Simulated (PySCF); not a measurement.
C7H16P2.
SMILES with atom numbers: `[PH2:1][CH2:2][P:3]1[CH2:4][CH2:5][CH2:6][CH2:7][CH2:8][CH2:9]1`

Structure used (GFN2-xTB), in Å, numbered top down from 1:
```
atom  x, y, z in Å
P1     3.9575    0.4224    0.3614
C2     2.5112   -0.7301    0.1761
P3     0.8879    0.0217    0.7119
C4     0.4484    0.8058   -0.9188
C5    -0.8010    1.6799   -0.8261
C6    -1.8642    1.1112    0.1123
C7    -2.2740   -0.3349   -0.1918
C8    -1.6137   -1.3504    0.7420
C9    -0.1168   -1.5356    0.5158
H10    3.6492    0.8112    1.6633
H11    3.3304    1.5545   -0.1609
H12    2.4687   -1.0831   -0.8602
H13    2.7197   -1.5955    0.8144
H14    1.2973    1.4129   -1.2469
H15    0.3113    0.0058   -1.6535
H16   -1.2232    1.8083   -1.8268
H17   -0.5236    2.6704   -0.4580
H18   -1.4833    1.1633    1.1372
H19   -2.7408    1.7607    0.0605
H20   -2.0420   -0.5811   -1.2296
H21   -3.3555   -0.4324   -0.0720
H22   -2.1007   -2.3213    0.6090
H23   -1.7849   -1.0384    1.7753
H24    0.0682   -1.9524   -0.4808
H25    0.2630   -2.2486    1.2552
```

NICS = −σ at a ghost point: NICS(0) at the centroid of the ring atoms, NICS(1) 1 Å to either side along the normal of their mean plane, zz for the tensor component along that normal. Level: GIAO PBE0/pcSseg-1 (PySCF, non-relativistic, gas phase) on the GFN2-xTB geometry, one conformer.

Ring bond lengths (Å), with Mayer bond orders in brackets: P3–C4 1.862 (0.94), C4–C5 1.528 (1.02), C5–C6 1.528 (1.06), C6–C7 1.533 (0.99), C7–C8 1.530 (1.04), C8–C9 1.525 (1.04), C9–P3 1.864 (0.94).

Question: What do the NICS probes read (ppm)?

Answer: 
```tsv
ring	type	NICS(0)	NICS(1), two faces	NICS(1)zz, two faces	rms pucker (Å)	centre to ring atoms, mean (Å)
P3–C4–C5–C6–C7–C8–C9	7-membered ring with P; formal bonds all single	-3.8	-2.4 / -4.3	4.2 / 2.7	0.40	1.72
```

Question: What can be read from them?

Answer: 
- P3–C4–C5–C6–C7–C8–C9: mean NICS(1)zz 3.4 ppm, deshielded. C4, C5, C6, C7, C8, C9 have four or more neighbours; no verdict on aromaticity is drawn.

Question: At the second NICS(1) probe listed for ring P3–C4–C5–C6–C7–C8–C9, 1 Å off the ring, what do the in-plane components average?

Answer: The isotropic value is a third of the trace: (3 × -4.3 − (2.7))/2 = -7.8 ppm.

Question: How shielded are the nuclei of the rings and their hydrogens (means over atoms taken as equivalent)?

Answer: 
```
   atoms                     environment  σ isotropic (ppm)  principal values of the symmetric part, first atom (ppm)
      P3            phosphine phosphorus              359.6                                       292.5, 356.1, 430.3
 C4 (×2)  sp3 carbon bound to phosphorus              147.3                                       125.9, 154.3, 174.6
 C5 (×2)                 ring CH2 carbon              155.7                                       152.0, 158.8, 163.0
 C6 (×2)                 ring CH2 carbon              156.6                                       146.5, 152.2, 167.5
H14 (×4)              methylene hydrogen              30.08                                          23.9, 30.5, 34.7
H16 (×4)              methylene hydrogen              29.94                                          24.8, 27.8, 37.3
H18 (×4)              methylene hydrogen              30.10                                          27.5, 29.8, 32.9
```
